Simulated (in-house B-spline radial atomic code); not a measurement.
Values are calculated unless marked as measured or tabulated.
## Light and heavy implants in Ge at 10 keV

The pair potential comes from two frozen, spherical free-atom densities (PBE, B-spline radial code, scalar-relativistic past argon): electrostatics plus the change in Thomas-Fermi kinetic and Dirac exchange energy where they overlap, the recipe behind the universal ZBL potential, which averages such potentials (from solid-state densities) over many pairs. It is written V = (Z1 Z2 e²/r) φ(r/a), with e² = 14.3996 eV·Å and a = 0.46850 Å/(Z1^0.23 + Z2^0.23); ZBL's fit is φ = 0.18175 e^(−3.1998x) + 0.50986 e^(−0.94229x) + 0.28022 e^(−0.4029x) + 0.02817 e^(−0.20162x). Where φ falls below 4e-4 it is continued as an exponential.

The target, Ge, is taken as amorphous, density 5.3234 g/cm³ (NSM archive of the Ioffe Institute); nuclear stopping from classical scattering on these potentials, electronic stopping by Lindhard and Scharff, compounds by atom fraction, projected range from N (S_n + S_e) dR_p/dE = 1 − N S_n (M2/M1) R_p/(2E), which runs up to 8 % short of the full integral equation; no channelling. Lindhard and Scharff's S_e can be off by tens of per cent.

```json
{"ion": "C", "mass (u)": "12.01", "N S_n (eV/nm)": "99.2", "N S_e (eV/nm)": "81.9", "S_n = S_e at (keV)": "14", "path (nm)": "76", "projected range (nm)": "21.5"}
{"ion": "O", "mass (u)": "16.0", "N S_n (eV/nm)": "167", "N S_e (eV/nm)": "92", "S_n = S_e at (keV)": "28", "path (nm)": "54", "projected range (nm)": "16.6"}
{"ion": "P", "mass (u)": "30.97", "N S_n (eV/nm)": "447", "N S_e (eV/nm)": "112", "S_n = S_e at (keV)": "120", "path (nm)": "26.7", "projected range (nm)": "10.6"}
{"ion": "S", "mass (u)": "32.06", "N S_n (eV/nm)": "479", "N S_e (eV/nm)": "116", "S_n = S_e at (keV)": "140", "path (nm)": "25.3", "projected range (nm)": "10.2"}
{"ion": "Ga", "mass (u)": "69.72", "N S_n (eV/nm)": "1070", "N S_e (eV/nm)": "127", "S_n = S_e at (keV)": "650", "path (nm)": "14.3", "projected range (nm)": "7.67"}
{"ion": "Te", "mass (u)": "127.6", "N S_n (eV/nm)": "1620", "N S_e (eV/nm)": "130", "S_n = S_e at (keV)": "2100", "path (nm)": "10.5", "projected range (nm)": "6.96"}
```

(1) How do the nuclear share and the range change from the lightest ion to the heaviest?

(2) With a displacement energy of 15 eV taken for illustration, how many displacements per nanometre does S start at entry, by the rule 0.8 E_damage/(2 E_d)?

Answers

(1) The nuclear share goes from 55 % for C to 93 % for Te, and the projected range from 21.5 to 6.96 nm, a factor of 3.1. S_e changes by a factor of 1.59, since the heavy ion is slower but has the larger Z1, while S_n grows 16-fold. The heavy ion also keeps its direction better: R_p is 0.66 of the path, against 0.28.

(2) Taking all nuclear loss as damage energy, an upper bound, 0.8 × 479/(2 × 15) = 12.8 per nm.
